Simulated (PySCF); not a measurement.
Which determinant of CsN⁺ lies lowest?

Unrestricted PBE0; basis Cs def2-TZVP with ECP46, N def2-TZVP; scalar-relativistic core potentials; PySCF 2.14. Outer shells of the fragments: Cs+ closed shells only; N 2s2 2p3.

Followed along the bond (rough minima from three points):

| 2Ms+1 | unpaired | ⟨S²⟩ at the start | R at minimum (Å) | Te (eV) |
| --- | --- | --- | --- | --- |
| 4 | σ ↑, π ↑↑ | 3.75 | 3.64 | 0.00 |
| 2 | σ ↓, π ↑↑ | 1.76 | 3.65 | 1.13 |
| 2 | σ ↑, π ↑↓ | 1.76 | 3.64 | 1.14 |

Solutions found at the starting distance of 2.960 Å, counted from the lowest of them; the search is not exhaustive and high or unbound solutions are not listed, so other states can lie among these:

```
2Ms+1   unpaired   term  E (eV)  ⟨S²⟩  ⟨Lz²⟩  μ (D)
    4  σ ↑, π ↑↑    ⁴Σ⁻    0.00  3.75   0.00  -0.78
    2  σ ↓, π ↑↑  mixed    1.13  1.76   0.00  -0.81
    2  σ ↑, π ↑↓  mixed    1.14  1.76   2.01  -0.80
    2        π ↑     ²Π    2.92  0.75   1.00  -0.50
    2        σ ↑  mixed    3.03  0.75   2.00  -0.78
    2        π ↑     ²Π    3.11  0.75   1.01  -1.14
```

A term symbol is given only where ⟨S²⟩ and ⟨Lz²⟩ are close to those of a pure state; real π, δ and φ orbitals otherwise mix terms. A positive dipole points towards N; it is taken about the centre of mass and depends on that origin.

Spin–orbit coupling is left out.
